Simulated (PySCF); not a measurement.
# Working out the ionisation energy of Zr

Zr [Kr] 4d2 5s2 (3F) → Zr⁺ [Kr] 4d2 5s1 (4F). Computed with PySCF 2.14 in x2c-TZVPPall (8s6p6d2f1g, 79 functions), with the spin-free X2C one-electron Hamiltonian (Gaussian nucleus). Frozen: [Ar] 3d10. Energies in hartree (1 hartree = 27.21139 eV):

```json
{"part": "UHF", "Zr (lower)": "-3596.185017", "Zr⁺ (upper)": "-3595.994383"}
{"part": "MP2 opposite-spin", "Zr (lower)": "-0.192898", "Zr⁺ (upper)": "-0.155731"}
{"part": "MP2 same-spin", "Zr (lower)": "-0.078100", "Zr⁺ (upper)": "-0.071964"}
```

Problem. What does Hartree-Fock give?

Solution. (-3595.994383) − (-3596.185017) = 0.190634 hartree = 5.187 eV.

Problem. What do MP2 and SCS-MP2 (6/5 opposite-spin, 1/3 same-spin) give?

Solution. The opposite-spin parts differ by 1.011 eV and the same-spin parts by 0.167 eV. MP2: 5.187 + (1.011) + (0.167) = 6.365 eV. SCS-MP2: 5.187 + 1.2 × (1.011) + (0.167)/3 = 6.456 eV.

Measured between the centres of the two terms (NIST): 6.639 eV, so MP2 (valence and next inner shell) is off by -0.274 eV.

What remains against the reference includes basis incompleteness, the frozen core and correlation beyond second order.
